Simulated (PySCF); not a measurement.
1,2,4-triazole (C2H3N3), SMILES c1nc[nH]n1.

Geometry: PBE0-D3(BJ)/def2-SVP.

All values below come from r2SCAN/def2-TZVP run with PySCF.

Isolated molecule, no solvent.

| Item | Result |
|---|---|
| total energy | -242.21618 hartree |
| point group | Cs |
| highest occupied level | -6.90 eV |
| lowest empty level | -0.79 eV |
| orbital gap | 6.11 eV |
| dipole moment | 2.89 D |
| quadrupole, principal values (traceless, Buckingham form, about the centre of nuclear charge) | -7.79, -2.93, 10.72 D·Å |
| mean static polarisability | 39.8 bohr³ (5.91 Å³) |
| polarisability, principal values | 25.6, 44.6, 49.4 bohr³ |
